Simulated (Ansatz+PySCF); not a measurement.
# triplet CoCl: levels of theory in one basis

```yaml
atoms:
  - { symbol: Co, position_ang: [0.0000, 0.0000, 0.0000] }
  - { symbol: Cl, position_ang: [0.0000, 0.0000, 2.0660] }
```

Basis set: def2-SVP (spherical functions). Left uncorrelated: 10 orbitals. Correlation on ROHF uses semicanonical orbitals with singles. Charge 0, multiplicity 3.

Computed with Ansatz (development build ahead of 0.2.0); each method stands on the lowest determinant of its kind that the runs found.

| method | E − E(ROHF) (eV) | <S²> of the determinant |
| --- | --- | --- |
| ROHF | 0.00 | 2.00 |
| UHF | -1.70 | 2.97 |
| ROHF-MP2 | -12.68 | – |

Problem. What does UHF-MP2 give on the same scale?

Solution. -12.33 eV.

Problem. Is a single determinant a sound starting point here?

Solution. It is doubtful. Unrestricted orbitals lower Hartree–Fock by 1.70 eV and <S²> is 2.97 where a pure state has 2.00, a sign of strong static correlation.

Caution: another spin multiplicity may lie lower. Caution for ROHF, ROHF-MP2: an unrestricted determinant lies well below. Caution for UHF, UHF-MP2: the unrestricted determinant is a mixture of spin states.
